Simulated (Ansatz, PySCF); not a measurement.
Process, species as SMILES: C[N](C)[GeH3] -> [GeH3] (GeH3) + C[N]C (the Ge-N bond at the site shown breaks; other sites are not compared here)
Each molecule is optimised on its own at B3LYP-D3(BJ)/def2-TZVP (Ansatz, a program for electronic structure). Frequencies are from Ansatz or PySCF.

Wanted: bond dissociation energy (enthalpy at 298 K, with B3LYP-D3(BJ) rigid-rotor harmonic-oscillator terms), in eV. Valence correlation only, unless marked. Open shells are spin-unrestricted. Spin-orbit coupling is left out. Frozen are the shells of the preceding noble gas and the d and f shells that filled before the atom's block. No relativistic terms. CBS marks a two-point X^-3 extrapolation of the correlation energy; Hartree-Fock from the larger set. The bracket is a focal-point correction in the basis named.

| level | program | bond dissociation energy (eV) |
|---|---|---|
| revPBE-D4/def2-TZVPD | Ansatz + dftd4 | 2.89 |
| revPBE/def2-TZVPD | Ansatz | 2.61 |
| PBE0-D4/def2-TZVP | Ansatz + dftd4 | 2.98 |
| r2SCAN0-D4/def2-TZVPD | Ansatz + dftd4 | 2.81 |
| wB97X-V/def2-TZVPD | Ansatz | 3.14 |
| CCSD(T)/6-31G | Ansatz | 2.90 |
| RI-MP2/CBS(cc-pVTZ,cc-pVQZ)+[CCSD(T)-MP2]/cc-pVTZ | Ansatz | 3.20 |
